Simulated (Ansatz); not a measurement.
Computed with Ansatz on PBE0-D4/def2-TZVP structures; ΔE is electronic, products minus reactants. CCSD(T)/CBS adds triple-zeta CCSD(T) − MP2 to the extrapolated MP2 energy (def2 sets, frozen cores). This one scheme is used for every species. DFT in def2-TZVPP. Each species was taken in one conformer, which may not be the lowest.

Consider the formal exchange of groups at a C–S bond: `CS[Si]Cl` + `CB(N)O` → `CCB(N)O` + `S[Si]Cl`.

```tsv
level	ΔE (kcal/mol)
PBE-D4	2.1
revPBE	1.8
```

(1) What does CCSD(T)/CBS give? (Estimate.)

Largest T1 diagnostic among the species: 0.014.

Answers

(1) Computed: +0.5 kcal/mol. The listed levels differ from it by 1.6, 1.3 kcal/mol.

From BLYP to BHLYP (50 % exact exchange), in def2-TZVPP and without D4, ΔE moves by −1.7 kcal/mol. At CCSD(T), def2-SVP lies −2.6 kcal/mol from the extrapolated value and def2-TZVPP −0.6 kcal/mol.
